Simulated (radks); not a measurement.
Question: Species: the argon ion Ar2+. Configuration: [Ne] 3s2 3p4. Method: Dirac Kohn-Sham, PBE, spin-unpolarised, spherical densities, point nucleus; open shells are shared between the two j in proportion to 2j + 1; computed with a radial shooting solver on a logarithmic mesh with Libxc functionals. Some entries of the table are withheld. Estimate them.

orbital,occ.,eigenvalue (eV),<r> (bohr)
1s1/2,2,(1),0.08572
2s1/2,2,-326.9668,0.4136
2p1/2,2,(2),(3)
2p3/2,4,(4),(5)
3s1/2,2,(6),1.329
3p1/2,1.33333,(7),1.463
3p3/2,2.66667,(8),1.469

Answer: 
(1) 1s1/2 eigenvalue (eV): -3150.863
(2) 2p1/2 eigenvalue (eV): -261.4546
(3) 2p1/2 <r> (bohr): 0.3745
(4) 2p3/2 eigenvalue (eV): -259.2144
(5) 2p3/2 <r> (bohr): 0.3769
(6) 3s1/2 eigenvalue (eV): -50.5483
(7) 3p1/2 eigenvalue (eV): -35.5690
(8) 3p3/2 eigenvalue (eV): -35.3462
